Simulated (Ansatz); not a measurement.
```yaml
crystal:
  periodic: [false, false, false]
  atoms:
    - {symbol: Ta, position_ang: [1.352859, 0.013257, -0.058950]}
    - {symbol: Ta, position_ang: [-1.352814, -0.013334, 0.059941]}
    - {symbol: N, position_ang: [-0.008548, 1.277373, 0.092082]}
    - {symbol: N, position_ang: [0.008503, -1.277306, -0.093083]}
basis:
  gaussian: {orbitals: def2-TZVP}
total_charge: 1
magnetization: {spin_polarized: true, initial_magnetization: 1}
hamiltonian: {xc: {name: wB97M-V}}
scf: {omitted_lower_state_checks: [starts]}
```

```sh
$ ansatz run in.yaml --threads 4 --pin off --events-out ev --progress --plain --max-ram 3916MiB
```

It prints (some lines left out):

```
Functional definition: wB97M-V
1002 factors; their error is unknown
220 factors; integrals over basis functions are off by at most 8.2e-6 eV
mean field evaluation 1: about -6028.3538 eV, gradient 1.0e2 eV
mean field evaluation 2: about -5872.8625 eV, gradient 1.9e2 eV
mean field evaluation 4: about -6068.3047 eV, gradient 3.9e0 eV
mean field evaluation 8: about -6068.5871 eV, gradient 5.9e-1 eV
mean field evaluation 16: about -6068.6560 eV, gradient 5.2e-2 eV
mean field evaluation 32: about -6070.8167 eV, gradient 5.2e-4 eV
mean field -6070.81674763 eV, -223.0984005280 hartree, gradient 4.9e-6 eV, S^2 0.758520; 0 other end points of the search recorded, 0 dependent functions left out
reference -6070.81679736 eV, -223.0984023555 hartree; 20, 19 occupied and 122, 123 virtual orbitals, 1002 factors
Total energy: -6070.81679736 eV, -223.0984023555 hartree
Checks for a lower state left out: starts
```

Run time 50 s (4 threads of Arm Neoverse V2 on a shared host), peak host memory 0.88 GiB.

In the def2 sets Ta takes a core potential; there is no spin–orbit coupling.
